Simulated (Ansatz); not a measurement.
A structure relaxed at PBE0-D4/def2-SVPD in Ansatz, charge -1, singlet:

Cartesian coordinates in Å:
```
Cd 0.000 0.001 0.000
Cl 0.676 0.233 -2.313
Cl -1.515 -1.775 0.645
Cl 0.840 1.541 1.668
```

Give its formula and point group.

the cluster CdCl₃⁻ (the lowest singlet isomer of a short search). Point group D3h (tolerance 0.1 Å).

Summarise the bond lengths by kind (pairs closer than 1.2 times the sum of covalent radii, bridged metal pairs left out).

3 × Cd–Cl 2.42 Å. The metal has 3 neighbours: Cl 2.42 Å, Cl 2.42 Å, Cl 2.42 Å.

In the def2 sets Cd takes a core potential; there is no spin–orbit coupling. The structure comes from a short search, and lower isomers may exist.
